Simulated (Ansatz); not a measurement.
`[NH2][In]([NH2])[Cl]` at its PBE0-D4/def2-TZVP geometry, where that method's forces vanish. Charge 0, multiplicity 1. In: def2 effective core potential.

```xyz
8

N    -0.0932    0.2221    1.8488
In   -0.4159   -0.0356   -0.1171
N     0.9149   -0.1514   -1.6174
Cl   -2.6560   -0.2284   -0.7481
H    -0.8494   -0.0898    2.4422
H     0.7798   -0.1316    2.2141
H     1.7822    0.3516   -1.4926
H     0.5377    0.0632   -2.5299
```

(1) What forces (eV/Å) does ωB97M-V/def2-TZVPP give on these atoms in Ansatz? (Estimate.)

Answers

(1) The calculation gave: 
```
N1   0.005 -0.073 -0.014
In2 -0.027 -0.003 -0.008
N3  -0.014  0.073  0.011
Cl4  0.022  0.002  0.006
H5   0.050  0.024 -0.001
H6  -0.050  0.034  0.015
H7  -0.030 -0.040 -0.037
H8   0.045 -0.016  0.028
```
